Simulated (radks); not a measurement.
Results of a calculation; reference values are marked as such.
Valence configurations of Fe3+ (all share [Ar]). Level of theory: scalar-relativistic Kohn-Sham, r2SCAN, spin-polarised, spherical densities, finite nucleus; open shells are filled with parallel spins first; meta-GGA in the generalised Kohn-Sham scheme; Fermi nuclear charge, rms radius 3.7377 fm (a radial shooting solver on a logarithmic mesh with Libxc functionals). Energies are relative to 3d5; eigenvalues in eV for spin up.

[
 {"valence": "3d5", "E (eV)": "0.000", "moment (Bohr magnetons)": "5", "e(3d)": "-45.712", "e(4p)": "-", "e(4s)": "-"},
 {"valence": "3d3 4s2", "E (eV)": "39.743", "moment (Bohr magnetons)": "3", "e(3d)": "-61.020", "e(4p)": "-", "e(4s)": "-37.177"},
 {"valence": "3d4.5 4s0.5", "E (eV)": "7.716", "moment (Bohr magnetons)": "5", "e(3d)": "-49.441", "e(4p)": "-", "e(4s)": "-33.249"},
 {"valence": "3d4 4p1", "E (eV)": "24.248", "moment (Bohr magnetons)": "5", "e(3d)": "-54.308", "e(4p)": "-27.642", "e(4s)": "-"},
 {"valence": "3d4 4s1", "E (eV)": "16.243", "moment (Bohr magnetons)": "5", "e(3d)": "-53.209", "e(4p)": "-", "e(4s)": "-35.226"},
 {"valence": "3d3.5 4s0.5 4p1", "E (eV)": "34.132", "moment (Bohr magnetons)": "5", "e(3d)": "-58.142", "e(4p)": "-29.087", "e(4s)": "-37.359"},
 {"valence": "3d3 4s1 4p1", "E (eV)": "45.078", "moment (Bohr magnetons)": "5", "e(3d)": "-62.052", "e(4p)": "-30.389", "e(4s)": "-39.009"},
 {"valence": "3d2.5 4s0.5 4p2", "E (eV)": "66.091", "moment (Bohr magnetons)": "5", "e(3d)": "-67.085", "e(4p)": "-32.113", "e(4s)": "-40.955"},
 {"valence": "3d3 4p2", "E (eV)": "53.634", "moment (Bohr magnetons)": "5", "e(3d)": "-63.108", "e(4p)": "-30.878", "e(4s)": "-"},
 {"valence": "3d1.5 4s1.5 4p2", "E (eV)": "97.784", "moment (Bohr magnetons)": "4", "e(3d)": "-75.425", "e(4p)": "-34.146", "e(4s)": "-43.501"}
]

NIST lists [Ar] 3d5 as the ground configuration; this level of theory agrees among the configurations tried. The energies are those of spherical high-spin densities, not of single terms.
